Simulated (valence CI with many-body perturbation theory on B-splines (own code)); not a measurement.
Energy levels of Lu³⁸⁺

Level of theory: configuration interaction combined with many-body perturbation theory (CI+MBPT): five valence electrons over a frozen Dirac-Fock core [Ar] 3d10, a basis of 11 s, 11 p, 10 d, 8 f, 5 g, 2 h functions for each j, with the one-electron correlation potential Σ1, the two-electron term Σ2, the three-electron term Σ3, Breit, model QED; selected CI, second order for the rest, scaled by the run's own slope (own B-spline code, finite nucleus).

No measured spectrum was set against this ion. As an estimate, large intervals hold to a few tenths of a per cent, small ones and those within an open d or f shell to about a per cent. Among the levels kept, up to 2100 cm⁻¹ of a level comes from second order outside the variational space, and about a tenth of that is noise between levels of different J, which matters for small intervals.

Levels 46 to 90 of 174, with energies above the lowest level, (4s^2 4p1/2^2 4p3/2) J=3/2. "Leading %" is the weight of the configuration and term that name the level; weights of strongly mixed levels are sums over their largest components and can fall short, so below about 35 % the name and the second component can differ from the true leading terms, or belong to a minority configuration. In the jj column 3d3/2^4 stands for four electrons in 3d with j = 3/2. Lifetimes count E1, E2, E3, M1 and M2 decay at the calculated energies, and are blank where another channel may lead or the interval is too uncertain; long ones can be off by a factor of two.

```tsv
No.	Configuration	Term	J	E (Ry)	Leading %	Leading jj	Lifetime
46	4s 4p3 4d	4D°	1/2	23.635	51	4s 4p1/2^2 4p3/2 4d3/2 (91 %)	2.73 ps
47	4s 4p3 4d	4D°	5/2	23.871	32	4s 4p1/2^2 4p3/2 4d5/2 (92 %)	5.11 ps
48	4s 4p3 4d	4D°	7/2	23.959	14	4s 4p1/2^2 4p3/2 4d5/2 (48 %)	5.36 ps
49	4p5	2P°	3/2	23.983	26	4s 4p1/2^2 4p3/2 4d5/2 (61 %)	7.39 ps
50	4s2 4p2 4d	2D	3/2	24.181	42	4s^2 4p3/2^2 4d5/2 (90 %)	1.52 ps
51	4s2 4p2 4f	4G°	5/2	24.413	17	4s^2 4p1/2^2 4f5/2 (53 %)	1.83 ps
52	4s2 4p2 4d	2D	5/2	24.467	52	4s^2 4p3/2^2 4d5/2 (89 %)	1.11 ps
53	4s 4p3 4d	2F°	7/2	24.507	36	4s 4p1/2^2 4p3/2 4d5/2 (76 %)	9.41 ps
54	4s 4p4	2S	1/2	24.920	26	4s 4p3/2^4 (70 %)	879 fs
55	4s 4p3 4d	4D°	1/2	25.050	43	4s 4p1/2^2 4p3/2 4d5/2 (89 %)	3.66 ps
56	4s2 4p2 4f	2F°	7/2	25.206	12	4s 4p1/2^2 4p3/2 4d5/2 (44 %)	1.96 ps
57	4s 4p3 4d	4D°	3/2	25.235	27	4s 4p1/2^2 4p3/2 4d5/2 (88 %)	2.23 ps
58	4s 4p3 4d	2F°	5/2	25.455	23	4s 4p1/2^2 4p3/2 4d5/2 (74 %)	1.78 ps
59	4p5	2P°	3/2	25.961	51	4p1/2^2 4p3/2^3 (51 %)	1.52 ps
60	4s2 4p 4d2	4G°	5/2	26.543	46	4s^2 4p1/2 4d3/2^2 (81 %)	1.66 ps
61	4s 4p3 4d	6D°	1/2	26.879	37	4s 4p1/2 4p3/2^2 4d3/2 (78 %)	42.3 ps
62	4s 4p3 4d	6D°	3/2	26.918	30	4s 4p1/2 4p3/2^2 4d3/2 (73 %)	7.77 ps
63	4s 4p3 4d	6D°	5/2	26.961	26	4s 4p1/2 4p3/2^2 4d3/2 (76 %)	18.7 ps
64	4s 4p3 4d	4F°	7/2	27.163	26	4s 4p1/2 4p3/2^2 4d3/2 (63 %)	26.9 ps
65	4s2 4p 4d2	4D°	1/2	27.455	31	4s^2 4p1/2 4d3/2^2 (71 %)	1.14 ps
66	4s 4p3 4d	4G°	9/2	27.561	25	4s 4p1/2 4p3/2^2 4d3/2 (55 %)	93.8 ps
67	4s2 4p 4d2	4F°	3/2	27.851	32	4s^2 4p1/2 4d3/2^2 (82 %)	558 fs
68	4s2 4p 4d2	4G°	7/2	27.893	22	4s^2 4p1/2 4d3/2 4d5/2 (40 %)	5.83 ps
69	4s 4p3 4d	4D°	7/2	27.963	36	4s 4p1/2 4p3/2^2 4d5/2 (52 %)	21.3 ps
70	4s2 4p 4d2	4G°	5/2	27.999	18	4s^2 4p1/2 4d3/2 4d5/2 (56 %)	5.35 ps
71	4s 4p3 4d	4G°	9/2	28.097	35	4s 4p1/2 4p3/2^2 4d5/2 (66 %)	28.9 ps
72	4s 4p3 4d	4F°	3/2	28.137	38	4s 4p1/2 4p3/2^2 4d3/2 (56 %)	3.47 ps
73	4s2 4p 4d2	2H°	9/2	28.219	16	4s 4p1/2 4p3/2^2 4d5/2 (29 %)	16.3 ps
74	4s 4p3 4d	4F°	3/2	28.251	33	4s 4p1/2 4p3/2^2 4d3/2 (47 %)	5.48 ps
75	4s 4p3 4d	4P°	5/2	28.350	26	4s 4p1/2 4p3/2^2 4d3/2 (68 %)	1.00 ps
76	4s 4p3 4d	2G°	7/2	28.425	26	4s 4p1/2 4p3/2^2 4d3/2 (50 %)	3.99 ps
77	4s2 4p 4d2	4D°	1/2	28.446	27	4s^2 4p1/2 4d3/2 4d5/2 (48 %)	2.08 ps
78	4s 4p3 4d	4S°	3/2	28.452	22	4s 4p1/2 4p3/2^2 4d3/2 (67 %)	968 fs
79	4s 4p3 4d	4D°	7/2	28.470	21	4s 4p1/2 4p3/2^2 4d3/2 (55 %)	1.15 ps
80	4s 4p3 4d	4F°	5/2	28.505	18	4s 4p1/2 4p3/2^2 4d3/2 (50 %)	3.12 ps
81	4s 4p3 4d	4F°	9/2	28.578	41	4s 4p1/2 4p3/2^2 4d5/2 (62 %)	114 ps
82	4s 4p3 4d	2P°	1/2	28.607	26	4s 4p1/2 4p3/2^2 4d5/2 (58 %)	4.21 ps
83	4s 4p3 4d	4G°	11/2	28.810	84	4s 4p1/2 4p3/2^2 4d5/2 (84 %)	58.8 ps
84	4s 4p3 4d	2D°	3/2	28.881	10	4s 4p1/2 4p3/2^2 4d3/2 (53 %)	1.36 ps
85	4s 4p3 4d	2P°	1/2	28.893	24	4s 4p1/2 4p3/2^2 4d3/2 (48 %)	2.03 ps
86	4s2 4p2 4f	2D°	5/2	28.908	11	4s 4p1/2 4p3/2^2 4d3/2 (40 %)	2.32 ps
87	4s 4p3 4d	4D°	7/2	28.976	13	4s^2 4p1/2 4d3/2 4d5/2 (38 %)	1.33 ps
88	4s2 4p2 4f	2F°	5/2	29.112	13	4s 4p1/2 4p3/2^2 4d3/2 (33 %)	1.13 ps
89	4s 4p3 4d	4D°	3/2	29.197	15	4s 4p1/2 4p3/2^2 4d5/2 (39 %)	2.35 ps
90	4s2 4p2 4f	4D°	5/2	29.279	13	4s^2 4p1/2 4p3/2 4f7/2 (42 %)	5.47 ps
```

Where two levels of one J and parity lie close, their mixing, g and order are uncertain.
